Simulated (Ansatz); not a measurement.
CH$_{3}$BrFGa, SMILES `[CH3][Ga]([F])[Br]` at its PBE0-D4/def2-TZVP geometry, where that method's forces vanish. The species carries charge 0 and has multiplicity 1.

```xyz
7

C    -0.9610   -0.0495   -0.2681
Ga    0.8847    0.0224    0.3301
F     1.2878   -0.1597    2.0249
Br    2.7288    0.3484   -0.9651
H    -1.0075   -0.2770   -1.3321
H    -1.5025   -0.8050    0.3017
H    -1.4304    0.9203   -0.0914
```

(1) What forces (eV/Å) does r2SCAN-D4/def2-TZVPP give on these atoms in the Gaussian-basis code of Ansatz? (Best estimate.)

## Answers

(1) Ansatz gave: 
```
C1   0.011 -0.008 -0.001
Ga2 -0.020  0.002 -0.018
F3  -0.003  0.002 -0.013
Br4 -0.011 -0.002  0.016
H5  -0.002  0.009  0.028
H6   0.013  0.020 -0.010
H7   0.012 -0.021 -0.002
```
